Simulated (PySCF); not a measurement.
PySCF input for C2H5BN2, SMILES NB1C=NC1, PBE0/pcSseg-1. The structure is a stationary point at PBE0-D3(BJ)/def2-SVP. This is a generated structure with no PubChem entry under its InChIKey; it may be hypothetical. One conformer was computed; it need not be the lowest.

```python
import numpy as np
from pyscf import gto, scf, dft
from pyscf.prop.nmr import rks as nmr

mol = gto.M(
    atom='''
    N    -0.03225323    1.92631917    0.00000000
    B    -0.02262222    0.54260860   -0.00000000
    C    -1.04637473   -0.64905576    0.00000000
    N    -0.12994727   -1.56071151   -0.00000000
    C     1.05595678   -0.64039961   -0.00000000
    H     0.81394478    2.48151752   -0.00000000
    H    -0.88410790    2.47254746   -0.00000000
    H    -2.11754463   -0.90129788    0.00000000
    H     1.68936505   -0.79416572    0.88976797
    H     1.68936505   -0.79416572   -0.88976796
    ''',
    basis='pcSseg-1',
    charge=0,
    spin=0,
    max_memory=1600,
    verbose=3,
)
mf = dft.RKS(mol, xc='pbe0')
mf.grids.level = 3
mf.conv_tol = 1e-10
mf.max_cycle = 100
mf.kernel()
n = nmr.NMR(mf)
n.verbose = 2
n.max_cycle_cphf = 60
sigma = n.kernel()
print('atom   isotropic/ppm   span/ppm')
for i, s in enumerate(sigma):
    w = np.linalg.eigvalsh((s + s.T) / 2)
    print(f'{mol.atom_symbol(i):2s}{i + 1:3d} {w.mean():14.3f} {w[2] - w[0]:11.3f}')
```

Program output:

```
converged SCF energy = -213.28215344438
atom   isotropic/ppm   span/ppm
N   1        176.322     100.440
B   2         62.818      66.532
C   3        -18.034     268.944
N   4       -277.735    1071.213
C   5        129.580      67.935
H   6         28.013      11.388
H   7         27.772      12.391
H   8         22.168       6.331
H   9         27.816       2.646
H  10         27.816       2.646
```

The run converged.
